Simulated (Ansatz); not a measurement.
Input file for Ansatz (a program for electronic structure): U-PBE/cc-pV(T+d)Z on PO, 2S+1 = 2, a point of a bond scan (R = 3.404 Å). Files ending in .json are basis or fitting sets from the Basis Set Exchange.

Ansatz 0.2 input:
```yaml
crystal:
  periodic: [false, false, false]
  atoms:
    - {symbol: P, position_ang: [-0.00000000, -0.00000000, -0.51471869]}
    - {symbol: O, position_ang: [0.00000000, 0.00000000, 2.88885866]}
basis:
  gaussian:
    orbitals: cc-pV_T+d_Z.json
hamiltonian:
  xc: {name: PBE}
magnetization: {spin_polarized: true, initial_magnetization: 1}
```

Program output:

```
WARN ansatz: RAYON_NUM_THREADS=2 ignored (pool sized by the plan → 2); use --threads N
Functional definition: PBE
integrals: 0.01 GiB planned
468 factors; their error is unknown
mean field: 0.15 GiB planned
mean field evaluation 1: about -11282.6842 eV, gradient 7.0e1 eV
mean field evaluation 2: about -10794.5549 eV, gradient 1.3e2 eV
mean field evaluation 4: about -11282.0186 eV, gradient 8.9e1 eV
mean field evaluation 8: about -11290.6824 eV, gradient 8.4e1 eV
mean field evaluation 16: about -11323.2370 eV, gradient 6.0e-2 eV
mean field evaluation 32: about -11321.2351 eV, gradient 9.4e0 eV
mean field evaluation 64: about -11322.9480 eV, gradient 9.2e0 eV
mean field evaluation 96: about -11321.2559 eV, gradient 9.4e0 eV
mean field evaluation 128: about -11319.7048 eV, gradient 7.0e0 eV
mean field -11323.23724181 eV, -416.1212934705 hartree, gradient 7.6e-6 eV, S^2 2.573996; 9 other end points of the search recorded, 0 dependent functions left out
reference -11323.23727018 eV, -416.1212945132 hartree; 12, 11 occupied and 57, 58 virtual orbitals, 468 factors
Total energy: -11323.23727018 eV, -416.1212945132 hartree
```

Self-consistency was reached. Its determinant has ⟨S²⟩ = 2.57, a mixture of spin states.

Cost: about 3 core-seconds (a rough figure).
